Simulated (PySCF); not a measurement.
**Which determinant of GaP⁻ lies lowest?**

Unrestricted PBE0; basis Ga def2-TZVPPD, P def2-TZVPPD; no relativity; PySCF 2.14. Outer shells of the fragments: Ga 3d10 4s2 4p1; P− 3s2 3p4.

Followed along the bond (rough minima from three points):

| 2Ms+1 | unpaired | ⟨S²⟩ at the start | R at minimum (Å) | Te (eV) |
| --- | --- | --- | --- | --- |
| 2 | σ ↑ | 0.76 | 2.13 | 0.00 |
| 2 | π ↑ | 0.76 | 2.26 | 0.01 |

Solutions found at the starting distance of 2.370 Å, counted from the lowest of them; the search is not exhaustive and high or unbound solutions are not listed, so other states can lie among these:

| 2Ms+1 | unpaired | term | E (eV) | ⟨S²⟩ | ⟨Lz²⟩ | μ (D) |
| --- | --- | --- | --- | --- | --- | --- |
| 2 | π ↑ | ²Π | 0.00 | 0.76 | 1.02 | -3.20 |
| 2 | σ ↑ | ²Σ⁺ | 0.24 | 0.76 | 0.00 | -4.69 |

A term symbol is given only where ⟨S²⟩ and ⟨Lz²⟩ are close to those of a pure state; real π, δ and φ orbitals otherwise mix terms. A positive dipole points towards P; it is taken about the centre of mass and depends on that origin.

Question: Compare the gap between the two lowest followed solutions at the starting distance with the gap between their minima.

Answer: At PBE0 the second solution (doublet, unpaired electrons π ↑) lies -0.24 eV from the first (doublet, unpaired electrons σ ↑) at 2.370 Å and +0.01 eV at the minima; the two curves relax by different amounts, since their minima lie near 2.26 and 2.13 Å. A gap this small is a tie at this level.

Spin–orbit coupling is left out.
